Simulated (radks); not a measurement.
Results of a calculation; reference values are marked as such.
Fractional charge and spin in the 6s shell of promethium: the spin-up occupation runs from 0 to 1 and the spin-down occupation from 0 to 1; the fullest corner is Pm, [Xe] 4f(up 2.5, down 2.5) 6s(up 1, down 1). Code: a radial shooting solver on a logarithmic mesh with Libxc functionals. Model: scalar-relativistic Kohn-Sham, r2SCAN, spin-polarised, spherical densities, finite nucleus; meta-GGA in the generalised Kohn-Sham scheme; Fermi nuclear charge, rms radius of each element as measured or else 0.836 A^(1/3) + 0.57 fm. Energy (eV) above the fullest corner. The planes named below are the two flat planes that join the four corners, with an edge along up + down = one added electron.

down \ up       0     0.5      1
0          16.293  10.388  5.466
0.5        10.388   5.864  2.286
1           5.466   2.286  0.000

Corners above the fullest one (they belong to Pm+ and the next ion): (up 1, down 0) 5.466 eV, (up 0, down 1) 5.466 eV, (up 0, down 0) 16.293 eV. With half an added electron in each spin the energy lies 0.398 eV from the planes, and with half an added electron in spin up alone -0.492 eV. The planes are only a guide here: the flat-plane condition holds for ground states with one frontier orbital, while this shell lies below other occupied shells, so the corners above the fullest one are inner-hole states and not the ground states of those ions.
